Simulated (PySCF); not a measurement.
The dipole of `C=CC(C=C)/C=C\S[SiH3]` from its density and from atomic charges.

Coordinates (PBE0-D3(BJ)/def2-SVP, Å) and charges (e) from the PBE0/pcSseg-1 density (PySCF):

```json
{"atom": "C1", "x": "-1.051", "y": "0.170", "z": "-2.425", "Mulliken": "-0.1420", "IAO": "-0.3070", "Hirshfeld": "-0.0967", "ESP-fitted": "-0.4144"}
{"atom": "C2", "x": "-1.252", "y": "-0.491", "z": "-1.286", "Mulliken": "-0.1836", "IAO": "-0.1277", "Hirshfeld": "-0.0334", "ESP-fitted": "-0.2430"}
{"atom": "C3", "x": "-0.870", "y": "0.016", "z": "0.076", "Mulliken": "-0.2619", "IAO": "-0.1243", "Hirshfeld": "-0.0299", "ESP-fitted": "+0.5475"}
{"atom": "C4", "x": "-2.050", "y": "0.217", "z": "0.998", "Mulliken": "-0.1396", "IAO": "-0.1309", "Hirshfeld": "-0.0392", "ESP-fitted": "-0.3175"}
{"atom": "C5", "x": "-3.336", "y": "0.111", "z": "0.662", "Mulliken": "-0.1579", "IAO": "-0.3200", "Hirshfeld": "-0.1076", "ESP-fitted": "-0.4385"}
{"atom": "C6", "x": "0.113", "y": "-0.929", "z": "0.715", "Mulliken": "-0.0634", "IAO": "-0.1324", "Hirshfeld": "-0.0406", "ESP-fitted": "-0.3236"}
{"atom": "C7", "x": "1.296", "y": "-0.599", "z": "1.247", "Mulliken": "-0.2677", "IAO": "-0.2738", "Hirshfeld": "-0.0696", "ESP-fitted": "-0.2204"}
{"atom": "S8", "x": "1.895", "y": "1.067", "z": "1.373", "Mulliken": "-0.2007", "IAO": "-0.1210", "Hirshfeld": "-0.0561", "ESP-fitted": "-0.2172"}
{"atom": "Si9", "x": "3.900", "y": "0.735", "z": "0.672", "Mulliken": "+0.4685", "IAO": "+0.5278", "Hirshfeld": "+0.2910", "ESP-fitted": "+0.3439"}
{"atom": "H10", "x": "-0.587", "y": "1.162", "z": "-2.435", "Mulliken": "+0.1207", "IAO": "+0.1448", "Hirshfeld": "+0.0472", "ESP-fitted": "+0.1711"}
{"atom": "H11", "x": "-1.342", "y": "-0.254", "z": "-3.390", "Mulliken": "+0.1225", "IAO": "+0.1497", "Hirshfeld": "+0.0480", "ESP-fitted": "+0.1846"}
{"atom": "H12", "x": "-1.719", "y": "-1.484", "z": "-1.313", "Mulliken": "+0.1130", "IAO": "+0.1383", "Hirshfeld": "+0.0436", "ESP-fitted": "+0.1505"}
{"atom": "H13", "x": "-0.363", "y": "0.992", "z": "-0.036", "Mulliken": "+0.1674", "IAO": "+0.1533", "Hirshfeld": "+0.0320", "ESP-fitted": "+0.0213"}
{"atom": "H14", "x": "-1.781", "y": "0.476", "z": "2.030", "Mulliken": "+0.1134", "IAO": "+0.1451", "Hirshfeld": "+0.0417", "ESP-fitted": "+0.1938"}
{"atom": "H15", "x": "-3.646", "y": "-0.134", "z": "-0.358", "Mulliken": "+0.1251", "IAO": "+0.1457", "Hirshfeld": "+0.0380", "ESP-fitted": "+0.1883"}
{"atom": "H16", "x": "-4.126", "y": "0.283", "z": "1.397", "Mulliken": "+0.1234", "IAO": "+0.1508", "Hirshfeld": "+0.0467", "ESP-fitted": "+0.1934"}
{"atom": "H17", "x": "-0.183", "y": "-1.983", "z": "0.760", "Mulliken": "+0.1148", "IAO": "+0.1513", "Hirshfeld": "+0.0487", "ESP-fitted": "+0.1623"}
{"atom": "H18", "x": "1.932", "y": "-1.371", "z": "1.695", "Mulliken": "+0.1516", "IAO": "+0.1538", "Hirshfeld": "+0.0459", "ESP-fitted": "+0.1977"}
{"atom": "H19", "x": "4.638", "y": "2.004", "z": "0.929", "Mulliken": "-0.0701", "IAO": "-0.0983", "Hirshfeld": "-0.0670", "ESP-fitted": "-0.0432"}
{"atom": "H20", "x": "3.937", "y": "0.405", "z": "-0.783", "Mulliken": "-0.0586", "IAO": "-0.1118", "Hirshfeld": "-0.0721", "ESP-fitted": "-0.0596"}
{"atom": "H21", "x": "4.516", "y": "-0.392", "z": "1.437", "Mulliken": "-0.0750", "IAO": "-0.1134", "Hirshfeld": "-0.0710", "ESP-fitted": "-0.0772"}
```

What dipole does each set of charges give (1 e·Å = 4.803 D), and what does the density give?

The full density gives (0.50, -0.99, -0.56) D, 1.24 D in size; dipole vectors point from the negative to the positive end.

| scheme | μx | μy | μz | size (D) | share of the full size (%) | angle to the full dipole (°) |
| --- | --- | --- | --- | --- | --- | --- |
| Mulliken | 1.12 | -0.13 | -1.50 | 1.87 | 151 | 49 |
| IAO | 1.23 | -0.24 | -0.36 | 1.30 | 105 | 49 |
| Hirshfeld | 0.59 | -0.22 | -0.12 | 0.64 | 52 | 43 |
| ESP-fitted | 0.52 | -1.00 | -0.54 | 1.25 | 101 | 1 |

Which set comes closest?

Length of the difference vector: ESP-fitted 0.03 D, Hirshfeld 0.89 D, IAO 1.07 D, Mulliken 1.42 D. Closest: ESP-fitted. ESP charges are fitted to the potential around the molecule, whose slowest-falling term is the dipole's. The schemes that divide the density aren't constrained to reproduce the dipole.

What is left for the Hirshfeld atoms' own dipoles?

The Hirshfeld atoms' densities add up to the full density, so μ = Σ q r + Σ (atomic dipoles). The atomic dipoles sum to (0.50, -0.99, -0.56) − (0.59, -0.22, -0.12) = (-0.09, -0.77, -0.44) D, 0.89 D in size.

With the origin at the mean of the coordinates, (-0.004, 0.000, 0.093) Å, which are the largest single terms, by size, of the Hirshfeld dipole along the direction of the full one?

Si9 +1.02, C5 +0.87, H20 -0.57, H16 -0.55, H21 -0.52 D; all 21 atoms together +0.47 D. The single terms depend on the origin, their sum doesn't.

Give the size of the full dipole in other units.

1.24 D = 0.488 au = 0.258 e·Å = 4.14 × 10⁻³⁰ C·m.

The structure is a single PBE0-D3(BJ)/def2-SVP conformer in the gas phase; no vibrational or solvent corrections.

The run behind these numbers computed NMR shieldings as well. On one thread, Arm Neoverse N1 (aarch64), no GPU (shared host), this took 93 s of wall time and 1.1 GiB of memory at its peak.

Shape of the structure used: `[CH2:1]=[CH:2][CH:3]([CH:4]=[CH2:5])/[CH:6]=[CH:7]\[S:8][SiH3:9]`: C1–C2–C3–C4 117°, C2–C3–C4–C5 -7°, C2–C3–C6–C7 128°, C6–C7–S8–Si9 -134°.
